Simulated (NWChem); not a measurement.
C2H6AlCl; SMILES [CH3][Al]([CH3])[Cl]

```xyz
10

Al     0.0000     0.0000    -0.4129
C     -0.0008     1.7577    -1.2769
H     -0.1029     1.6893    -2.3662
H      0.9315     2.2972    -1.0629
H     -0.8173     2.3854    -0.8983
C      0.0008    -1.7577    -1.2769
H     -0.9315    -2.2972    -1.0629
H      0.8173    -2.3854    -0.8983
H      0.1029    -1.6893    -2.3662
Cl     0.0000     0.0000     1.7262
```
Atoms are numbered in this order, from 1.

Computed with NWChem. Pople sets run with spherical d functions. Structure relaxed at the B3LYP/6-31G* (spherical d) level. Ions are spin-unrestricted doublets at the neutral geometry; other ion states weren't tried.

Problem. Predict the results for B3LYP/6-311G**. Quantities: vertical ionisation energy, ΔSCF (eV); −ε(HOMO) (eV).

Solution. 
- vertical ionisation energy, ΔSCF (eV) = 9.91
- −ε(HOMO) (eV) = 7.76
